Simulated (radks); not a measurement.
Spherical jellium clusters: N electrons in a uniform positive sphere of charge N and radius rs N^(1/3), rs = 3.66 bohr. Method: non-relativistic Kohn-Sham, LDA (Slater exchange, Perdew-Wang correlation), spin-polarised, spherical densities; computed with a radial shooting solver with Libxc functionals. Levels are named by radial order and angular momentum (1s, 1p, 1d, 2s, ...), and open shells are averaged over m.

N = 28, configuration 1s2 1p6 1d10 2s2 1f(up 7, down 1). This is the lowest configuration that the search found. Occupied and some empty levels:

level    occupation  eigenvalue (eV)  <r> (bohr)
1s up             1          -5.9515       6.723
1s down           1          -5.7467       6.353
1p up             3          -5.1735       7.976
1p down           3          -4.8765       7.809
1d up             5          -4.1951       8.816
1d down           5          -3.8558       8.773
2s up             1          -3.7276       7.080
2s down           1          -3.5525       7.308
1f up             7          -3.0446       9.524
1f down           1          -2.6942       9.568
2p up             0          -2.3597       8.492
2p down           0          -2.1908       8.606
1g up             0          -1.7600       10.23
1g down           0          -1.4226       10.37
2d up             0          -1.0929       10.51
2d down           0         -0.92870       10.76

Energy (eV): total -51.3066, kinetic 58.469, external -2273.2, Hartree 1123.1, exchange-correlation -111.38, background 1151.7.
